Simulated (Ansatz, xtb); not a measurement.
# Two isomers of CH9FOSi3

Structure X is `C[SiH2]O[Si@H](F)[SiH3]`, a singlet and structure Y is `C[SiH2]O[SiH2][SiH2]F`, a singlet. Both are isolated molecules in the gas phase, relaxed with PBE0-D3(BJ)/def2-SVP; each stands in its lowest conformer found.

Question: Estimate E(Y) − E(X) at the level CCSD(T)/def2-SVP + ΔMP2/def2-TZVPP.

Answer: Calculated at CCSD(T)/def2-SVP + ΔMP2/def2-TZVPP: E(Y) − E(X) = +0.350 eV, so structure X lies lower.

Level by level:

```
                             level              geometry  E(Y) − E(X) (eV)  departure from the last row (eV)  job, with rough time for the two
              PBE0-D3(BJ)/def2-SVP  PBE0-D3(BJ)/def2-SVP              +0.392                            +0.042             optimisation, 2.8 min
                       HF/def2-SVP  PBE0-D3(BJ)/def2-SVP              +0.347                            −0.003           part of the CCSD(T) run
                      MP2/def2-SVP  PBE0-D3(BJ)/def2-SVP              +0.392                            +0.042           part of the CCSD(T) run
                  CCSD(T)/def2-SVP  PBE0-D3(BJ)/def2-SVP              +0.394                            +0.044                      single point
CCSD(T)/def2-SVP + ΔMP2/def2-TZVPP  PBE0-D3(BJ)/def2-SVP              +0.350                                                  single point, 69 s
```

As drawn, both hold the same kinds of bond in the same numbers.

None of the levels shown reverses the order. The largest departure from CCSD(T)/def2-SVP + ΔMP2/def2-TZVPP is that of CCSD(T)/def2-SVP, 0.044 eV. A small imaginary or near-zero mode remains, so no thermal terms are given. Levels run at GFN2-xTB geometries aren't shown. The last row adds to CCSD(T) the change of the MP2 difference between the two basis sets, here −0.044 eV.

The correlated steps freeze 18 core orbitals. Codes used: Ansatz 0.2.0, xtb 6.7.1; the last row on 4 threads of Arm Neoverse V1 on a shared host.
